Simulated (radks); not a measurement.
Initial-state core-level shifts of neutral iridium when its valence configuration changes from [Xe] 4f14 5d7 6s2. Calculated with a radial shooting solver on a logarithmic mesh with Libxc functionals: scalar-relativistic Kohn-Sham, LDA (Slater exchange, Perdew-Wang correlation), spin-unpolarised, spherical densities, finite nucleus; Fermi nuclear charge, rms radius 5.4032 fm. Shifts are changes of the shell-averaged eigenvalues in eV (positive: less bound); the change of the density at the nucleus, which sets a Mossbauer isomer shift, is in e/bohr^3, on a base of 1.94e+06.

valence,2s,3s,3d,5s,density at nucleus
4f14 5d7.5 6s1.5,+1.374,+1.356,+1.362,+1.298,-68.0
4f14 5d8 6s1,+2.652,+2.620,+2.632,+2.517,-130.1
4f13.5 5d7.5 6s2,-6.066,-6.941,-6.845,-2.009,+60.8
4f13 5d8 6s2,-12.278,-14.059,-13.864,-4.001,+122.9
4f14 5d6.5 6s2 6p0.5,-2.430,-2.413,-2.418,-2.343,+22.3
4f14 5d9,+4.904,+4.854,+4.873,+4.694,-238.3
4f12.5 5d8.5 6s2,-18.631,-21.350,-21.054,-5.977,+186.3
4f13 5d7 6s2 6p1,-17.415,-19.154,-18.973,-8.900,+171.3
4f14 5d7 6p2,-3.487,-3.510,-3.503,-3.525,-228.9
